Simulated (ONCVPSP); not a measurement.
## Building the ONCV potential for praseodymium (LDA (Perdew-Wang 92), scalar-relativistic).

| Property | Result |
| --- | --- |
| Element | praseodymium (Pr) |
| Generator | ONCVPSP 4.0.1 |
| Type | optimised norm-conserving Vanderbilt (ONCV) |
| Functional | LDA (Perdew-Wang 92) |
| Relativity | scalar-relativistic |
| Frozen core | [Kr] 4d10 |
| Valence charge | 13 |
| Reference configuration | 4f3 5s2 5p6 6s1.5 6p0.5 |
| Partial waves | 5s+6s: rc 2.25 bohr, ncon 4, nbas 8, qcut 6 1/bohr, 2 projectors; 5p+6p: rc 3.30 bohr, ncon 3, nbas 6, qcut 3.7 1/bohr, 3 projectors, debl 2.7 Ha; d scattering state at 0.07 Ha: rc 2.55 bohr, ncon 4, nbas 8, qcut 4.4 1/bohr, 1 projector; 4f: rc 1.00 bohr, ncon 3, nbas 8, qcut 14 1/bohr, 2 projectors, debl 3.8 Ha |
| Local potential | polynomial inside 0.65 bohr (lpopt 1, dvloc0 0 Ha) |
| Core correction | none |

In the d channel the program set the typed energies aside and used 0.050 Ha.

Task: Estimate the cutoffs (Ha) at which the residual kinetic energy of the hardest occupied pseudo-wave falls to 1 and 0.1 mHa per electron.

Result: 92 Ha and 289 Ha.

Task: Does the potential have ghost states?

Result: Ghosts flagged at negative energy: s at -621.8 eV, p at -140.0 eV, d at -54.0 eV; GHOST(+) flagged for s at 114.3 eV. A true bound ghost makes a file unfit for plane-wave use.

Task: Which valence shell sets the plane-wave cutoff?

Result: 4f: 92 Ha for 1 mHa per electron, against 12 Ha for 5s.

Tests left out (the all-electron energies of this program are off by 10 to 40 meV for near-neutral 4f atoms).
